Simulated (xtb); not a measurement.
C5H6Se, SMILES C1(CC[Se]1)=C=C. All values are semi-empirical tight-binding results from xtb (GFN2-xTB unless named), good for trends rather than for accurate numbers. The structure is a stationary point at GFN2-xTB. The structure was generated by enumeration, and PubChem lists no compound with its InChIKey, so it may never have been made.

Optimised geometry:

```xyz
12

C      2.8588    -1.4087    -0.4199
C      1.6283    -0.9923    -0.4326
C      0.4150    -0.5574    -0.4221
C     -0.8177    -0.8713    -1.2255
C     -1.7700     0.1485    -0.5928
Se    -0.4159     0.8010     0.7097
H      3.6209    -0.9450    -1.0268
H      3.1679    -2.2477     0.1841
H     -0.6663    -0.7149    -2.2950
H     -1.1437    -1.9025    -1.0777
H     -2.0853     0.9464    -1.2629
H     -2.6374    -0.2812    -0.0951
```
Charge 0, spin multiplicity 1.

The orbital gap is 2.64 eV. The zero-point energy comes out as 55.9 kcal/mol, the G − E(el) at 298.15 K (modified RRHO) is 35.8 kcal/mol and the static polarisability (D4 model) is 81.1 bohr³. The solvation energy, GFN2-xTB/ALPB(water) is -1.4 kcal/mol and the solvation energy, GFN2-xTB/ALPB(benzene) is -5.6 kcal/mol.

Computed atomic charges and the Wiberg bond orders between heavy atoms:
charges (e) C1 -0.08, C2 -0.03, C3 0.02, C4 -0.05, C5 -0.02, Se6 -0.14, H7 0.06, H8 0.06, H9 0.04, H10 0.04, H11 0.05, H12 0.05. Bond orders C1–C2 1.93, C2–C3 1.91, C3–C4 0.99, C4–C5 1.01, C3–Se6 0.96, C5–Se6 1.03.
